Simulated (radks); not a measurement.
Effect of the nuclear size on the rhenium ion Re2+, [Xe] 4f14 5d5. Calculated with a radial shooting solver on a logarithmic mesh with Libxc functionals: Dirac Kohn-Sham, PBE, spin-unpolarised, spherical densities, finite nucleus; open shells are shared between the two j in proportion to 2j + 1; Fermi nuclear charge, rms radius 5.3698 fm. The rms radius is varied about that value; shifts are against it.

\begin{tabular}{lrrrrrrrrr}
rms radius (fm) & total energy shift (eV) & density at nucleus (e/bohr^3) & 1s1/2 shift (meV) & 2s1/2 shift (meV) & 5s1/2 shift (meV) & 5p1/2 shift (meV) & 5d5/2 shift (meV) & 6s1/2 (empty) shift (meV) & 6p1/2 (empty) shift (meV) \\ \hline
4.4032 & -21.6 & 1.66e+06 & -8730 & -1240 & -12.4 & -0.068 & 0.133 & -1.68 & -0.069 \\
4.8328 & -12.3 & 1.606e+06 & -4990 & -710 & -7.08 & -0.039 & 0.076 & -0.963 & -0.039 \\
5.3698 & 0 & 1.547e+06 & 0.000 & 0.000 & 0.000 & 0.000 & 0.000 & 0.000 & 0.000 \\
5.6866 & 7.67 & 1.515e+06 & 3100 & 441 & 4.40 & 0.025 & -0.047 & 0.598 & 0.024 \\
6.3095 & 23.6 & 1.46e+06 & 9530 & 1360 & 13.5 & 0.077 & -0.145 & 1.84 & 0.075 \\
\end{tabular}

Slopes of the eigenvalues against <r^2> in GHz/fm^2, as finite differences over the two radii next to the reference (eigenvalue slopes, not the field-shift constants of lines): 1s1/2 218000, 2s1/2 31000, 5s1/2 309, 5p1/2 1.71, 5d5/2 -3.32, 6s1/2 (empty) 42.0, 6p1/2 (empty) 1.72.
